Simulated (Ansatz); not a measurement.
Born–Oppenheimer molecular dynamics of C₂H₆AlN (10 atoms, charge 0, multiplicity 1). It starts at the highest image of a converged band, a first-order saddle point between two minima.

These are results of RKS LDA/6-31G* in Ansatz 0.2.0, not measurements.

- ensemble: NVE (velocity Verlet)
- time step: 0.5 fs
- steps asked: 200
- starting velocities drawn for: 300 K
- seed: 6585

Frames 2.5 fs apart, positions in Å, forces in eV/Å.

Velocities at 65.0 fs (Å/ps):

```
C 2.98 -1.00 -2.36
Al 1.57 0.02 -4.52
C -3.66 -3.75 12.75
N 0.66 4.61 -5.74
H -13.05 9.43 29.93
H 1.47 -28.27 -7.28
H 12.09 27.42 18.74
H -36.14 -13.37 16.75
H -2.81 -38.64 25.20
H -4.78 35.40 -6.35
```

```xyz
10
Properties=species:S:1:pos:R:3:forces:R:3 time_fs=65.0 energy_less_start_eV=-0.332 T=621
C -1.463 1.127 -0.316 -0.35 0.21 -0.20
Al 0.346 0.650 0.262 -0.38 -0.10 0.41
C 1.006 -1.185 0.289 0.23 0.59 -0.66
N 1.627 -2.209 -0.114 0.20 -0.37 0.22
H -1.965 0.283 -0.862 0.36 0.67 -0.12
H -1.310 2.048 -0.964 -0.46 -0.81 0.19
H -2.192 1.427 0.487 0.69 -0.07 -0.23
H 0.976 1.396 1.532 0.19 0.17 -0.04
H 0.512 -1.291 1.300 -0.20 -0.47 0.41
H 2.146 -2.076 -1.003 -0.27 0.19 0.01
10
Properties=species:S:1:pos:R:3:forces:R:3 time_fs=67.5 energy_less_start_eV=-0.324 T=614
C -1.456 1.125 -0.321 -0.19 0.19 1.55
Al 0.349 0.650 0.252 -0.52 -0.31 0.76
C 0.997 -1.194 0.321 -0.11 -0.11 0.36
N 1.629 -2.198 -0.128 0.20 0.01 -0.02
H -1.993 0.316 -0.797 -0.27 -0.45 -0.67
H -1.318 1.966 -0.985 -0.27 0.63 -0.78
H -2.136 1.490 0.521 0.92 -0.27 -0.59
H 0.892 1.369 1.573 0.28 0.26 -0.04
H 0.503 -1.397 1.364 0.20 0.06 -0.65
H 2.126 -1.984 -1.018 -0.23 0.00 0.09
10
Properties=species:S:1:pos:R:3:forces:R:3 time_fs=70.0 energy_less_start_eV=-0.317 T=607
C -1.450 1.124 -0.319 0.38 -0.03 0.48
Al 0.351 0.649 0.242 -0.55 -0.40 1.08
C 0.988 -1.203 0.353 -0.13 -0.81 0.66
N 1.632 -2.187 -0.142 0.07 0.45 -0.12
H -2.033 0.328 -0.767 -0.27 -0.54 -0.37
H -1.344 1.915 -1.048 -0.19 0.73 -0.70
H -2.031 1.540 0.525 0.18 0.01 0.07
H 0.825 1.357 1.611 0.29 0.26 -0.17
H 0.504 -1.500 1.394 0.29 0.49 -0.97
H 2.093 -1.891 -1.028 -0.08 -0.17 0.04
10
Properties=species:S:1:pos:R:3:forces:R:3 time_fs=72.5 energy_less_start_eV=-0.276 T=568
C -1.443 1.123 -0.316 0.26 -0.03 -2.27
Al 0.352 0.648 0.236 -0.46 -0.46 1.30
C 0.978 -1.215 0.389 0.22 -0.93 -0.09
N 1.635 -2.174 -0.157 -0.05 0.72 -0.16
H -2.086 0.313 -0.756 0.40 0.33 0.44
H -1.381 1.900 -1.145 -0.17 -0.39 0.67
H -1.914 1.591 0.533 -0.49 0.36 0.67
H 0.775 1.360 1.639 0.26 0.23 -0.34
H 0.521 -1.577 1.371 -0.05 0.47 -0.19
H 2.055 -1.808 -1.035 0.07 -0.29 -0.03
10
Properties=species:S:1:pos:R:3:forces:R:3 time_fs=75.0 energy_less_start_eV=-0.170 T=465
C -1.435 1.122 -0.322 -0.36 0.66 -1.98
Al 0.352 0.645 0.232 -0.36 -0.58 1.42
C 0.969 -1.232 0.423 0.71 -0.40 -1.41
N 1.639 -2.158 -0.172 -0.11 0.74 -0.17
H -2.118 0.313 -0.723 0.51 0.43 0.71
H -1.427 1.868 -1.206 -0.01 -0.55 1.14
H -1.821 1.659 0.572 -0.25 -0.20 -0.32
H 0.741 1.377 1.646 0.26 0.21 -0.43
H 0.534 -1.627 1.340 -0.57 0.01 1.10
H 2.022 -1.742 -1.045 0.17 -0.32 -0.05
10
Properties=species:S:1:pos:R:3:forces:R:3 time_fs=77.5 energy_less_start_eV=-0.179 T=473
C -1.428 1.124 -0.338 -0.04 1.06 0.04
Al 0.352 0.641 0.232 -0.34 -0.71 1.42
C 0.964 -1.252 0.452 0.40 -0.15 -1.21
N 1.641 -2.139 -0.188 -0.14 0.48 -0.05
H -2.123 0.334 -0.649 -0.10 -0.37 0.46
H -1.474 1.807 -1.207 0.10 0.36 0.14
H -1.744 1.715 0.593 -0.10 -0.70 -1.07
H 0.722 1.407 1.628 0.29 0.22 -0.41
H 0.517 -1.674 1.366 -0.27 0.07 0.71
H 1.998 -1.695 -1.057 0.20 -0.25 -0.02
10
Properties=species:S:1:pos:R:3:forces:R:3 time_fs=80.0 energy_less_start_eV=-0.186 T=481
C -1.421 1.131 -0.354 0.46 0.16 0.91
Al 0.350 0.635 0.234 -0.33 -0.84 1.27
C 0.960 -1.272 0.474 -0.32 -0.08 -0.21
N 1.643 -2.118 -0.204 -0.14 0.02 0.16
H -2.132 0.335 -0.547 -0.32 -0.66 0.24
H -1.517 1.769 -1.201 0.01 1.11 -1.08
H -1.675 1.734 0.557 -0.32 -0.29 -0.45
H 0.721 1.450 1.587 0.34 0.25 -0.28
H 0.486 -1.715 1.429 0.45 0.43 -0.56
H 1.986 -1.663 -1.070 0.16 -0.11 0.00
10
Properties=species:S:1:pos:R:3:forces:R:3 time_fs=82.5 energy_less_start_eV=-0.208 T=501
C -1.412 1.139 -0.367 -0.11 -0.71 -1.09
Al 0.348 0.628 0.239 -0.27 -0.88 1.04
C 0.955 -1.292 0.495 -0.55 0.44 -0.11
N 1.645 -2.097 -0.220 -0.07 -0.43 0.35
H -2.155 0.304 -0.432 0.42 0.26 0.00
H -1.558 1.786 -1.247 0.06 0.02 -0.09
H -1.625 1.739 0.498 -0.58 0.70 0.87
H 0.741 1.508 1.528 0.37 0.27 -0.15
H 0.479 -1.732 1.464 0.67 0.31 -0.87
H 1.984 -1.637 -1.083 0.06 0.04 0.05
10
Properties=species:S:1:pos:R:3:forces:R:3 time_fs=85.0 energy_less_start_eV=-0.198 T=492
C -1.404 1.144 -0.385 -0.79 -0.16 -1.06
Al 0.345 0.618 0.247 -0.23 -0.73 0.90
C 0.948 -1.310 0.515 -0.17 1.23 -1.06
N 1.646 -2.078 -0.234 0.00 -0.67 0.47
H -2.155 0.286 -0.317 0.72 0.76 -0.44
H -1.594 1.805 -1.300 0.18 -0.92 0.87
H -1.607 1.780 0.481 -0.31 0.47 0.38
H 0.782 1.581 1.461 0.37 0.19 -0.14
H 0.509 -1.734 1.453 0.28 -0.31 -0.02
H 1.985 -1.610 -1.093 -0.07 0.13 0.09
10
Properties=species:S:1:pos:R:3:forces:R:3 time_fs=87.5 energy_less_start_eV=-0.207 T=501
C -1.400 1.148 -0.407 -0.45 0.79 0.98
Al 0.342 0.607 0.257 -0.21 -0.33 0.86
C 0.939 -1.322 0.530 0.32 1.67 -1.98
N 1.647 -2.061 -0.246 0.03 -0.59 0.54
H -2.116 0.308 -0.227 0.15 0.25 -0.67
H -1.622 1.775 -1.308 0.06 -0.66 0.32
H -1.606 1.845 0.484 0.14 -0.41 -0.81
H 0.845 1.665 1.385 0.32 -0.02 -0.26
H 0.556 -1.754 1.441 -0.19 -0.84 0.94
H 1.982 -1.574 -1.098 -0.17 0.15 0.08
10
Properties=species:S:1:pos:R:3:forces:R:3 time_fs=90.0 energy_less_start_eV=-0.240 T=533
C -1.397 1.156 -0.424 0.66 0.66 2.49
Al 0.338 0.596 0.268 -0.14 0.14 0.75
C 0.932 -1.327 0.536 0.09 0.82 -0.83
N 1.648 -2.047 -0.255 0.02 -0.25 0.48
H -2.070 0.343 -0.175 -0.67 -0.64 -0.51
H -1.647 1.709 -1.302 -0.25 0.23 -1.15
H -1.599 1.889 0.444 0.24 -0.47 -0.85
H 0.927 1.748 1.293 0.20 -0.32 -0.37
H 0.596 -1.819 1.475 0.05 -0.24 -0.02
H 1.969 -1.531 -1.098 -0.19 0.06 0.03
10
Properties=species:S:1:pos:R:3:forces:R:3 time_fs=92.5 energy_less_start_eV=-0.300 T=591
C -1.392 1.167 -0.430 0.56 -0.29 1.01
Al 0.334 0.584 0.282 -0.02 0.50 0.51
C 0.926 -1.327 0.538 -0.05 -0.34 0.49
N 1.649 -2.034 -0.263 -0.02 0.18 0.29
H -2.059 0.346 -0.154 -0.52 -0.41 -0.40
H -1.684 1.650 -1.355 0.04 -0.06 -0.67
H -1.580 1.911 0.359 -0.06 0.45 0.20
H 1.021 1.812 1.179 0.04 -0.55 -0.38
H 0.637 -1.897 1.507 0.18 0.60 -1.02
H 1.945 -1.484 -1.096 -0.15 -0.07 -0.04
```

Of the whole run (100 fs, mean temperature of the second half 549 K): The conserved energy stayed within 0.15 meV per atom of its start (net change 0.097 meV per atom), so the integration is sound. The system heated up, since it started high on the potential surface and ran downhill. A run of 0.1 ps of so small a system gives no equilibrium averages. The orbitals stay closed-shell, which can raise the energy where a bond breaks towards radicals; this wasn't checked here.

Time of the run: 3.2 min on 1 thread of Intel(R) Xeon(R) Platinum 8488C (Sapphire Rapids) (shared host), peak memory 0.13 GiB.
